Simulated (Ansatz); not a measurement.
System: CF, charge 0, doublet. CF (SMILES [C]F, doublet).
B3LYP-D3(BJ)/def2-TZVP minimum from Ansatz (a first-principles code):
```
C
F 1 1.2755
```
Charge 0, spin multiplicity 2.

Total energies in cc-pVTZ, 11 correlated electrons, 2 frozen orbitals. Radicals and triplets start from unrestricted determinants; spin-orbit coupling is neglected. Cores are frozen in correlated methods. No relativity.

```
method    program  energy (Eh)  minus CCSDT(Q) (mEh)
--------  -------  -----------  --------------------
HF         Ansatz   -137.22480                380.88
MP2        Ansatz   -137.57713                 28.55
CCSD       Ansatz   -137.59153                 14.15
CCSD(T)    Ansatz   -137.60455                  1.13
CCSDT(Q)   Ansatz   -137.60568                  0.00
```

Rough core times of Ansatz's runs on a shared machine: CCSD(T) under 20 s, CCSDT(Q) 3 min.
